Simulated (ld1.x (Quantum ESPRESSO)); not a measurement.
## Pseudopotential generation for manganese: PAW, LDA (PZ), scalar-relativistic.

```
Element                 : manganese
Generator               : ld1.x (Quantum ESPRESSO) 7.5
Type                    : PAW
Functional              : LDA (PZ)
Relativity              : scalar-relativistic
Frozen core             : [Ne] 3s2
Valence charge          : 13
Reference configuration : 3p6 3d4 4s0 4p0 (charge +3)
Partial waves           : 4s (bound, empty): rcut 2.40, rcutus 2.55 bohr; 4s channel at -1.4 Ry: rcut 2.40, rcutus 2.55 bohr; 3p (bound): rcut 1.20, rcutus 1.50 bohr; 4p (bound, empty): rcut 1.20, rcutus 1.50 bohr; 3d (bound): rcut 0.70, rcutus 0.90 bohr; 3d channel at -2.75 Ry: rcut 0.70, rcutus 0.90 bohr
Local potential         : all-electron potential smoothed inside 2.20 bohr (lloc = -1)
Core correction         : Bessel-smoothed model core inside 0.65 bohr
Augmentation charge     : BESSEL, radius 0.60 bohr
```

All-electron outer shells of the reference configuration (LDA (PZ), scalar-relativistic, ld1.x):

```
shell  level (eV)  outermost node (bohr)  outermost maximum (bohr)
   3s     -121.40                   0.34                      0.74
   3p      -90.24                   0.31                      0.75
   3d      -41.49                      –                      0.74
   4s      -30.17                   1.03                      2.08
   4p      -23.32                   1.10                      2.35
```

Problem. Estimate the cutoffs (Ry, on a coarse ladder) from which the occupation-weighted sum of valence levels, in a spherical-Bessel basis at the reference potential, stays within 10 and 1 mRy of its value at 400 Ry.

Solution. 140 Ry and 230 Ry.

Problem. Does the potential have ghost states?

Solution. No extra level below or beside the all-electron valence levels (s, p, d, f tested).

Problem. Is the overlap operator S = 1 + Σ q|β⟩⟨β| positive definite (Bessel basis up to 400 Ry)?

Solution. Yes: its lowest eigenvalue is 0.12 (p channel).

Problem. Which valence shell sets the plane-wave cutoff?

Solution. 3d: its level needs 160 Ry to come within 1 mRy, against 40 Ry for 3p.

Its largest configuration-test error is -39 meV (3p6 3d5 4s0 4p0). Test run stopped at test 6 of 9 (negative rho), 1 before it not solved. Not counted: 3p6 3d6 4s0 4p0 (solver errors, printed error -1605 eV).
